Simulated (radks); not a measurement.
Values are calculated unless marked as measured or tabulated.
Q: W XXXIII, configuration [Kr] 4d6 (the NIST ground configuration). Code: a radial shooting solver on a logarithmic mesh with Libxc functionals. Model: non-relativistic Kohn-Sham, LDA (Slater exchange, Perdew-Wang correlation), spin-unpolarised, spherical densities, point nucleus; relativity is left out, which matters for an element this heavy. Some entries of the table are withheld. Estimate them.

| orbital | occ. | eigenvalue (eV) | r(max) (bohr) | <1/r> (bohr^-1) |
|---|---|---|---|---|
| 1s | 2 | -64937.24 | 0.01359 | (1) |
| 2s | 2 | (2) | (3) | 17.22 |
| 2p | 6 | -11282.22 | (4) | (5) |
| 3s | 2 | -3611.289 | 0.2028 | 6.677 |
| 3p | 6 | -3413.483 | 0.1910 | 6.629 |
| 3d | 10 | -3045.931 | 0.1505 | 6.541 |
| 4s | 2 | -1554.130 | 0.4342 | 3.197 |
| 4p | 6 | -1468.624 | (6) | 3.139 |
| 4d | 6 | -1315.060 | 0.4163 | 3.025 |

A: 
(1) 1s <1/r> (bohr^-1): 73.41
(2) 2s eigenvalue (eV): -11714.24
(3) 2s r(max) (bohr): 0.07405
(4) 2p r(max) (bohr): 0.05746
(5) 2p <1/r> (bohr^-1): 17.25
(6) 4p r(max) (bohr): 0.4309
